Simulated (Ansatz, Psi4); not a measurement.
Two rigid molecules brought together: C2H6 ··· COS (SMILES CC and O=C=S). Monomers: optimised at B3LYP-D3(BJ) (def2-TZVP), held rigid. Orientation: a higher rigid-body minimum at GFN2-xTB. The monomers approach along the line of their centres of mass (distance R); nothing else relaxes.

Geometry at R = 4.37 Å (first 8 atoms: monomer A):
```
11

C      0.7625    -0.0184     0.0256
C     -0.7625     0.0184    -0.0256
H      1.2007     0.6693    -0.7004
H      1.1334     0.2644     1.0128
H      1.1431    -1.0175    -0.1957
H     -1.1431     1.0175     0.1957
H     -1.1334    -0.2643    -1.0128
H     -1.2007    -0.6694     0.7004
O      3.5908    -0.4678     2.6170
C      3.8151    -1.1416     1.7054
S      4.1183    -2.0524     0.4730
```

Computed with: SAPT0/jun-cc-pVDZ, frozen core (Psi4); revPBE/def2-TZVP, counterpoise-corrected (Psi4); PBE/def2-TZVP, counterpoise-corrected (Psi4); CCSD(T)/aug-cc-pVDZ = Ansatz (an electronic-structure program) with CCSD(T) on RHF/aug-cc-pVDZ, frozen core, counterpoise-corrected.

Cost and agreement with CCSD(T)/aug-cc-pVDZ over the 12 points of the scan, with CCSD(T)/aug-cc-pVDZ as yardstick. Costs are rough ratios of core time within Psi4 on shared cores, each with its mean field (Kohn-Sham runs search longer for lower solutions than correlated ones do); the miss is the largest difference from CCSD(T) of the interaction energy, in kcal/mol.

**Question.** Which is the cheapest of these levels that stays within 0.53 kcal/mol of CCSD(T)/aug-cc-pVDZ?

**Answer.** SAPT0/jun-cc-pVDZ.

| level | relative cost | largest difference |
|---|---|---|
| SAPT0/jun-cc-pVDZ | 1 | 0.27 |
| revPBE/def2-TZVP | 4 | 3.04 |
| PBE/def2-TZVP | 5 | 0.79 |

Costs within a factor of two of each other count as equal.
